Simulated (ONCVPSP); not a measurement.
Transferability test, ONCV potential for nickel (Ni)

```json
{
  "Element": "nickel (Ni)",
  "Generator": "ONCVPSP 4.0.1",
  "Type": "optimised norm-conserving Vanderbilt (ONCV)",
  "Functional": "LDA (Perdew-Wang 92)",
  "Relativity": "scalar-relativistic",
  "Frozen core": "[Ne]",
  "Valence charge": "18",
  "Reference configuration": "3s2 3p6 3d8 4s1.5 4p0.5",
  "Partial waves": "3s+4s: rc 1.10 bohr, ncon 3, nbas 7, qcut 13.2 1/bohr, 2 projectors; 3p+4p: rc 1.20 bohr, ncon 3, nbas 7, qcut 12.7 1/bohr, 2 projectors; 3d: rc 0.90 bohr, ncon 5, nbas 10, qcut 18.8 1/bohr, 2 projectors, debl 0.8 Ha",
  "Local potential": "polynomial inside 0.70 bohr (lpopt 5, dvloc0 1 Ha)",
  "Core correction": "Teter function fitted to the true core (icmod 2), fcfact 0.4"
}
```

Energies are relative to the spin-unpolarised reference configuration 3s2 3p6 3d8 4s1.5 4p0.5; without spin polarisation the order of configurations can differ from experiment.

Task: Give the all-electron excitation energy and the error of the potential for: 3s2 3p6 3d8 4s2 4p0; 3s2 3p6 3d8 4s1 4p0; 3s2 3p6 3d8 4s0 4p0; 3s1 3p6 3d8 4s2 4p0.

Result:

```tsv
valence configuration	charge	ΔE all-electron (eV)	error AE − PS (meV)
3s2 3p6 3d8 4s2 4p0	0	-2.297	+0.2
3s2 3p6 3d8 4s1 4p0	+1	7.297	-0.3
3s2 3p6 3d8 4s0 4p0	+2	24.950	-0.2
3s1 3p6 3d8 4s2 4p0	+1	116.567	-16
```

Levels in the configuration 3s2 3p6 3d8 4s2 4p0:

```csv
level,all-electron (eV),pseudo (eV)
3s,-110.501,-110.503
3p,-71.260,-71.261
3d,-9.140,-9.140
4s,-5.860,-5.859
```
